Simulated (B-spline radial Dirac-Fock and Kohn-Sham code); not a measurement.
Pt⁴⁵⁺: eigenvalues, ΔSCF and the reference

System: the Pt⁴⁵⁺ ion in the configuration [Ar] 3d10 4s2 4p3.

The density-functional columns are spherical, spin-unpolarised Dirac-Kohn-Sham results without Breit or QED terms: −ε is minus the orbital energy of the initial state and ΔSCF the difference of two total energies. The reference in the last column comes from ΔSCF Dirac-Fock with Breit, self-energy and vacuum polarisation, finite nucleus, configuration average. All numbers are from an atomic code on a B-spline grid, in eV; a selection of levels is shown. For the 1s level of heavy atoms much of the gap between ΔSCF and the reference is the Breit and QED part, -417.9 eV here; for other levels the error of the functional can be larger.

| level | LDA −ε | LDA ΔSCF | Dirac-Fock |
| --- | --- | --- | --- |
| K (1s) | 80473.9 | 81106.5 | 80700.6 |
| L1 (2s) | 15974.3 | 16118.4 | 16171.8 |
| L3 (2p3/2) | 13687.6 | 13841.8 | 13849.2 |
| M1 (3s) | 5369.5 | 5430.1 | 5482.8 |
| M3 (3p3/2) | 4729.9 | 4789.3 | 4820.2 |
| M4 (3d3/2) | 4329.5 | 4397.3 | 4394.8 |
| M5 (3d5/2) | 4243.1 | 4309.4 | 4310.2 |
| N1 (4s) | 2561.6 | 2592.8 | 2589.3 |
| N2,3 (4p) | 2368.7 | 2399.1 | 2392.9 |

Values without a named source are computed, but for edge energies of neutral atoms, which are taken from tables.
